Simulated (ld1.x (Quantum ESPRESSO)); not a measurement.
## What the settings do to the PAW potential of W

Base potential:

ld1.x (Quantum ESPRESSO) 7.5 input, shortened:

```
&input
   title='W', zed=74., rel=1, dft='PZ', iswitch=3,
   config='[Xe] 4f14 5d4 6s0 6p0'
 /
 &inputp
   pseudotype=3, lpaw=.true., tm=.true., lloc=-1, rcloc=1.90,
   nlcc=.true., new_core_ps=.true., rcore=0.50,
   which_augfun='PSQ', rmatch_augfun_nc=.true.
 /
8
5S  1  0   2.00   0.00  1.35  1.55  0.0
6S  2  0   0.00   0.00  1.35  1.55  0.0
5P  2  1   6.00   0.00  1.75  2.35  0.0
6P  3  1   0.00   0.00  1.75  2.35  0.0
5D  3  2   4.00   0.00  2.15  2.50  0.0
5D  3  2   0.00  -1.05  2.15  2.50  0.0
4F  4  3  14.00   0.00  0.80  0.95  0.0
4F  4  3   0.00  -3.10  0.80  0.95  0.0
 &test
   configts(1)='4f14 5s2 5p6 5d4 6s0 6p0'
 /
```

Cutoffs, loose and tight: the cutoffs (Ry, on a coarse ladder) from which the occupation-weighted sum of valence levels, in a spherical-Bessel basis at the reference potential, stays within 10 and 1 mRy of its value at 400 Ry. They do not see the model core or the augmentation charge, which bear on the density cutoff. Test errors are all-electron minus pseudo excitation energies from the reference, over the configurations 4f14 5s2 5p6 5d4 6s2 6p0; 4f14 5s2 5p6 5d4 6s1 6p0; 4f14 5s2 5p6 5d3 6s0 6p0; 4f14 5s1 5p6 5d4 6s2 6p0; 4f14 5s2 5p6 5d2 6s0 6p0; 4f14 5s2 5p6 5d5 6s1 6p0; 4f13 5s2 5p6 5d4 6s2 6p0 (two spin-polarised tests are not counted in the largest error). A dash means not determined; rows that change the core or the reference have their own tests.

Cutoffs are not given where the Bessel-basis levels miss the radial ones by over 6 mRy, ghosts where they miss by over 20 mRy; a channel whose overlap is not positive is not tested.

A file whose overlap is not positive is unfit for use, and its test errors describe a broken file.

| change | outcome | cutoff, loose | cutoff, tight | bound ghosts | largest test error (meV) |
| --- | --- | --- | --- | --- | --- |
| base | generated, overlap not positive | – | – | not determined (overlap not positive) | test run stopped at test 1 of 9 (negative rho) |
| reference 4f14 5s2 5p6 5d4 6s1 6p0 | generated, overlap not positive | – | – | not determined (overlap not positive) | test run stopped at test 1 of 9 (negative rho) |
| waves 4f (bound): rcut 0.54, rcutus 0.58 bohr; 4f channel at -3.1 Ry: rcut 0.54, rcutus 0.58 bohr | generated, overlap not positive | – | – | not determined (overlap not positive) | test run stopped at test 1 of 9 (negative rho) |
| core correction Bessel-smoothed model core inside 0.70 bohr | generated, overlap not positive | – | – | not determined (overlap not positive) | test run stopped at test 1 of 9 (negative rho) |
| waves 5s (bound): rcut 1.26, rcutus 1.34 bohr; 6s (bound): rcut 1.26, rcutus 1.34 bohr | generated | 230 Ry | over 300 Ry | none | test run stopped at test 1 of 9 (negative rho) |
| wave 5d channel at -1.05 Ry: rcut 2.15, rcutus 2.50 bohr becomes 5d channel at 0.36 Ry: rcut 2.15, rcutus 2.50 bohr | generated, overlap not positive | – | – | not determined (overlap not positive) | test run stopped at test 1 of 9 (negative rho) |
| type ultrasoft; local potential all-electron potential smoothed inside 1.75 bohr (lloc = -2); augmentation PSQ, radius 0.85 bohr | generated | 230 Ry | over 300 Ry | none | test run stopped at test 1 of 9 (negative rho) |
| waves 5d (bound): rcut 2.15, rcutus 3.74 bohr; 5d channel at -1.05 Ry: rcut 2.15, rcutus 3.74 bohr | generated, overlap not positive | – | – | not determined (overlap not positive) | test run stopped at test 1 of 9 (negative rho) |
| functional PBE | generated, overlap not positive | – | – | not determined (overlap not positive) | test run stopped at test 1 of 7 (negative rho) |

What comes out with this change to the base: core [Kr] 4d10 4f14 5s2, valence charge 12; reference 5p6 5d4 6s1 6p0; waves now 6s (bound): rcut 2.25, rcutus 2.45 bohr; 6s channel at 0.4 Ry: rcut 2.25, rcutus 2.45 bohr; 5p (bound): rcut 1.80, rcutus 1.95 bohr; 6p (bound): rcut 1.80, rcutus 1.95 bohr; 5d (bound): rcut 1.40, rcutus 1.75 bohr; 5d channel at -1.05 Ry: rcut 1.40, rcutus 1.75 bohr; local potential all-electron potential smoothed inside 2.40 bohr (lloc = -1); core correction Bessel-smoothed model core inside 1.50 bohr?

outcome: generated; cutoff, loose: 35 Ry; cutoff, tight: 50 Ry; bound ghosts: none; largest test error (meV): -32.
